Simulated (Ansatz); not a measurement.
C9H9N3, SMILES Cn1cccc1-c1ncccn1. Atoms are numbered in the order given.

```xyz
21

C     -1.7006    -1.2159    -1.5159
N     -1.7823    -0.1677    -0.5120
C     -2.9539     0.4376    -0.1522
C     -2.6975     1.3906     0.8255
C     -1.3084     1.3604     1.0682
C     -0.7493     0.3895     0.2327
C      0.6546     0.0203     0.1480
N      1.0375    -0.9409    -0.7148
C      2.3330    -1.2454    -0.7579
C      3.2794    -0.6118     0.0460
C      2.7817     0.3725     0.9090
N      1.4962     0.6898     0.9665
H     -2.7148    -1.4031    -1.8943
H     -1.0464    -0.9187    -2.3456
H     -1.2895    -2.1401    -1.0898
H     -3.8906     0.1436    -0.6216
H     -3.4372     2.0298     1.3025
H     -0.7324     1.9615     1.7662
H      2.6296    -2.0296    -1.4651
H      4.3393    -0.8659     0.0059
H      3.4551     0.9228     1.5780
```
Charge 0, spin multiplicity 1.

Coordinates come from a B3LYP-D3(BJ)/def2-SVP optimisation. This is a generated structure with no PubChem entry under its InChIKey; it may be hypothetical. The values are those of a single conformer.

Two levels are set side by side: PBE-D3(BJ)/def2-SVP (Ansatz, a quantum-chemistry and plane-wave program) and B3LYP-D3(BJ)/def2-SVP (Ansatz). Each level has its own optimised geometry; the coordinates shown are those of the second. Differences are taken from unrounded values.

```csv
quantity,B3LYP-D3(BJ)
mean bond length (Å),1.266
bond C1–N2 (Å),1.454
bond N2–C3 (Å),1.367
bond N2–C6 (Å),1.390
bond C3–C4 (Å),1.389
bond C4–C5 (Å),1.410
bond C5–C6 (Å),1.398
bond C6–C7 (Å),1.454
bond C7–N8 (Å),1.347
bond C7–N12 (Å),1.351
bond N8–C9 (Å),1.331
bond C9–C10 (Å),1.394
bond C10–C11 (Å),1.400
bond C11–N12 (Å),1.325
bond C1–H13 (Å),1.099
bond C1–H14 (Å),1.098
bond C1–H15 (Å),1.098
```

Q: What does PBE-D3(BJ) give, and how far is it from B3LYP-D3(BJ)? (An estimate is asked for; the answer gives what the named calculation found.)

A: 
```
quantity              PBE-D3(BJ)  PBE-D3(BJ) minus B3LYP-D3(BJ)
--------------------  ----------  -----------------------------
mean bond length (Å)       1.273                          0.007
bond C1–N2 (Å)             1.455                          0.001
bond N2–C3 (Å)             1.372                          0.005
bond N2–C6 (Å)             1.395                          0.005
bond C3–C4 (Å)             1.398                          0.008
bond C4–C5 (Å)             1.412                          0.002
bond C5–C6 (Å)             1.407                          0.009
bond C6–C7 (Å)             1.455                          0.001
bond C7–N8 (Å)             1.357                          0.010
bond C7–N12 (Å)            1.361                          0.009
bond N8–C9 (Å)             1.338                          0.007
bond C9–C10 (Å)            1.401                          0.007
bond C10–C11 (Å)           1.407                          0.007
bond C11–N12 (Å)           1.333                          0.007
bond C1–H13 (Å)            1.106                          0.008
bond C1–H14 (Å)            1.106                          0.008
bond C1–H15 (Å)            1.106                          0.008
```

GGA bonds tend to be longer and softer than those of functionals with exact exchange. Differences between two approximate levels are no errors against the true value.
